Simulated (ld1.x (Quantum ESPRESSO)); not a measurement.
# What the settings do to the ultrasoft potential of lead (Pb)

Base potential:

* Element: lead (Pb)
* Generator: ld1.x (Quantum ESPRESSO) 7.5
* Type: ultrasoft
* Functional: LDA (PZ)
* Relativity: scalar-relativistic
* Frozen core: [Kr] 4d10 4f14
* Valence charge: 22
* Reference configuration: 5s2 5p6 5d10 6s1.75 6p2.25
* Partial waves: 5s (bound): rcut 1.15, rcutus 1.35 bohr; 6s (bound): rcut 1.15, rcutus 1.35 bohr; 5p (bound): rcut 1.25, rcutus 1.65 bohr; 6p (bound): rcut 1.25, rcutus 1.65 bohr; 5d (bound): rcut 1.65, rcutus 1.90 bohr; 5d channel at -1.1 Ry: rcut 1.65, rcutus 1.90 bohr
* Local potential: all-electron potential smoothed inside 1.25 bohr (lloc = -1)
* Core correction: a·sin(br)/r model core, default radius (core density twice the valence density)
* Augmentation charge: built from norm-conserving waves at rcut, not smoothed further

All-electron outer shells of the reference configuration (LDA (PZ), scalar-relativistic, ld1.x):

| shell | level (eV) | outermost node (bohr) | outermost maximum (bohr) |
| --- | --- | --- | --- |
| 4d | -402.42 | 0.19 | 0.39 |
| 5s | -144.89 | 0.45 | 0.78 |
| 4f | -133.73 | – | 0.35 |
| 5p | -86.42 | 0.49 | 0.88 |
| 5d | -21.72 | 0.52 | 1.07 |
| 6s | -12.62 | 1.01 | 1.95 |
| 6p | -3.89 | 1.18 | 2.63 |

Cutoffs, loose and tight: the cutoffs (Ry, on a coarse ladder) from which the occupation-weighted sum of valence levels, in a spherical-Bessel basis at the reference potential, stays within 10 and 1 mRy of its value at 400 Ry. They do not see the model core or the augmentation charge, which bear on the density cutoff. Test errors are all-electron minus pseudo excitation energies from the reference, over the configurations 5s2 5p6 5d10 6s2 6p2; 5s2 5p6 5d10 6s2 6p1; 5s2 5p6 5d10 6s2 6p0; 5s2 5p5 5d10 6s2 6p2; 5s1 5p6 5d10 6s2 6p2; 5s2 5p6 5d10 6s0 6p4; 5s2 5p6 5d10 6s1 6p0 (two spin-polarised tests are not counted in the largest error). A dash means not determined; rows that change the core or the reference have their own tests. The largest error is taken over the tests solved by every variant that gives reliable tests at all: 5s2 5p5 5d10 6s2 6p2; 5s2 5p6 5d10 6s2 6p0; 5s2 5p6 5d10 6s2 6p1; 5s2 5p6 5d10 6s2 6p2.

Cutoffs are not given where the Bessel-basis levels miss the radial ones by over 6 mRy, ghosts where they miss by over 20 mRy; a channel whose overlap is not positive is not tested.

The default core radius of the base comes out at 0.67 bohr.

A file whose overlap is not positive is unfit for use, and its test errors describe a broken file.

```csv
change,outcome,bound ghosts,largest test error (meV)
base,"generated, overlap not positive",not determined (overlap not positive),-4167
core correction none,"generated, overlap not positive",not determined (overlap not positive),-4438
core correction a·sin(br)/r model core inside 0.52 bohr,"generated, overlap not positive",not determined (overlap not positive),-4119
core correction a·sin(br)/r model core inside 0.68 bohr,"generated, overlap not positive",not determined (overlap not positive),-4171
core correction a·sin(br)/r model core inside 0.88 bohr,"generated, overlap not positive",not determined (overlap not positive),-4309
core correction a·sin(br)/r model core inside 1.00 bohr,"generated, overlap not positive",not determined (overlap not positive),-4379
core correction a·sin(br)/r model core inside 1.20 bohr,"generated, overlap not positive",not determined (overlap not positive),-4429
core correction a·sin(br)/r model core inside 1.34 bohr,"generated, overlap not positive",not determined (overlap not positive),-4435
core correction a·sin(br)/r model core inside 1.46 bohr,"generated, overlap not positive",not determined (overlap not positive),-4437
core correction a·sin(br)/r model core inside 1.60 bohr,"generated, overlap not positive",not determined (overlap not positive),-4438
```
